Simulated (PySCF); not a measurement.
## Trend along the 5d metals: MF molecules

PBE with triple-zeta basis sets in PySCF, for the lowest determinant that a PBE0 search found; no spin–orbit coupling. De refers to high-spin ground-configuration atoms. A positive dipole means M(−)F(+).

```
 M         basis  state (unpaired electrons)  Re (Å)  ωe (cm⁻¹)  De (eV)  μ (D)
Hf   def2-TZVPPD               doublet (δ ↑)   1.865        659      n/a  -1.58
 W    def2-TZVPP    sextet (σ ↑, π ↑↑, δ ↑↑)   1.898        629      n/a  -2.30
Re    def2-TZVPP   septet (σ ↑↑, π ↑↑, δ ↑↑)   1.997        520     4.40  -1.50
Os    def2-TZVPP         quartet (π ↑↑, δ ↑)   1.816        698      n/a  -2.21
Ir  x2c-TZVPPall          triplet (π ↑, δ ↑)   1.849        645      n/a  -2.62
Pt    def2-TZVPP               doublet (σ ↑)   1.898        592     3.91  -3.10
Au    def2-TZVPP      singlet (closed shell)   1.944        526     3.24  -3.69
Hg    def2-TZVPP               doublet (σ ↑)   2.080        407     1.73  -2.97
```

The shortest bond is that of OsF (1.816 Å), the longest that of HgF (2.080 Å).

The rows differ in basis set, which adds steps of its own.

The state changes along the series, so neighbouring rows are not always alike in their bonding.

De is left out where the level can put another filling of the metal’s s and d shells below the measured ground configuration, by anything from nothing to about 1 eV. The metal atom is held in its measured ground configuration; semilocal functionals can put another filling of s and d lower by some tenths of an eV, and De to that atom would be smaller. These are scalar-relativistic numbers at best; spin–orbit coupling would shift them, the dissociation energy most. States were picked by a PBE0 search and need not be the measured ground states.
